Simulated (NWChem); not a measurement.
System: C₂H₃Br; SMILES C(=C)Br

```xyz
6

C     -0.3288     2.1176     0.0000
C      0.5186     1.0969     0.0000
Br    -0.0397    -0.7315     0.0000
H     -1.4061     1.9885     0.0000
H      0.0588     3.1333     0.0000
H      1.5977     1.1950     0.0000
```
Atoms are numbered in this order, from 1.

Results from NWChem. Geometry: optimised at B3LYP/6-31G* (spherical d). Ions are spin-unrestricted doublets at the neutral geometry; other ion states weren't tried.

Q: Predict the results for Hartree-Fock/aug-cc-pVDZ. Quantities: vertical ionisation energy, ΔSCF (eV); −ε(HOMO) (eV).

A: The vertical ionisation energy, ΔSCF (eV) comes out as 8.96. The −ε(HOMO) (eV) is 9.98.
